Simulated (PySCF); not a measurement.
**Identify the compound**

Molecular formula: C₄H₇FOSi. Simulated spectra:

1H NMR (500 MHz, computed): δ 10.46 (m, 1H), 5.84 (m, 1H), 4.49 (m, 2H), 0.51 (t, 3H).

13C{1H} NMR (computed): δ 195.9 (C), 190.1 (CH), 131.4 (CH), -7.6 (CH3).

PySCF 2.14 calculation with GFN2-xTB geometry and PBE0/pcSseg-1 with gauge-including orbitals; relativity neglected, a single conformation, no solvent model, fast rotation and ring inversion assumed for equivalent nuclei.

Referencing at the same level of theory: TMS for 1H (σ = 31.72 ppm) and 13C (σ = 186.93 ppm).

Q: Choose the structure that fits.
A. C=C(C=O)[SiH2]CF
B. C[SiH2]/C(F)=C/C=O
C. C#C[C@](C)(F)[SiH2]O
D. C/C=C(/[SiH3])C(=O)F

A: B. 

1. Rings plus π bonds: 2 (no ring in the answer).
2. 4 carbon signals for 4 carbons: no two carbons are equivalent.
3. Carbon types of the structure: 1 × C, 2 × CH, 1 × CH3, leaving 2 H on heteroatoms.
4. δC 195.9: β carbon of a C=C–C=O unit; conjugation with the carbonyl draws π density from the β position.
5. δC 190.1: aldehyde carbonyl carbon; the double bond to the heteroatom, with no lone-pair donor beside it, deshields it most.
6. δC 131.4: α carbon of a C=C–C=O unit; the olefinic region.
7. δH 10.46: hydrogen on an aldehyde carbonyl carbon; the formyl region, downfield of aromatic protons.
8. δH 0.51: hydrogen on a methyl carbon bonded to Si; an electropositive neighbour shields it, as in TMS itself.

The others: C/C=C(/[SiH3])C(=O)F would give 3 signals for carbon-bound and other non-exchanging H, not 4; C#C[C@](C)(F)[SiH2]O has carbons computed at 89.2, 88.1, 86.6, 26.6, with a different DEPT pattern; C=C(C=O)[SiH2]CF would give 5 signals for carbon-bound and other non-exchanging H, not 4.

Splittings by 19F in the carbon and heteronuclear signals aren't shown, as no couplings were computed. Shifts are as computed. Against solution values, carbons near 30 ppm lie about +3 ppm off and those near 130 ppm about +5 ppm. Of 1309 compounds with measured shifts, 239 miss one by over three times the rms of a fit or turn the order of signals round; such compounds aren't used in these exercises. Multiplicities follow the n + 1 count of equivalent neighbours, as no J values were calculated; m marks all less simple cases, F and P coupling included.
